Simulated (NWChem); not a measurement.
System: SiHF₃; SMILES F[SiH](F)F

```xyz
5

Si     0.0000     0.0000     0.3275
F      1.4431    -0.3847    -0.2431
F     -1.0547    -1.0574    -0.2431
F     -0.3884     1.4421    -0.2431
H      0.0000     0.0000     1.7936
```
Atoms are numbered in this order, from 1.

Coordinates come from a PBE0/def2-SVP optimisation.

Task: List the 6 lowest vertical singlet excitations from PBE0/aug-cc-pVDZ, TDA (NWChem).

Result: 
```tsv
state	energy (eV)	oscillator strength	leading excitation (squared amplitude)
S1	10.30	0.088	HOMO → LUMO+1 (0.93)
S2	10.30	0.088	HOMO → LUMO+2 (0.93)
S3	10.50	0.185	HOMO → LUMO (0.93)
S4	10.68	0.107	HOMO → LUMO+3 (0.94)
S5	10.95	0.000	HOMO−1 → LUMO (0.90)
S6	11.24	0.013	HOMO−1 → LUMO+1 (0.82)
```
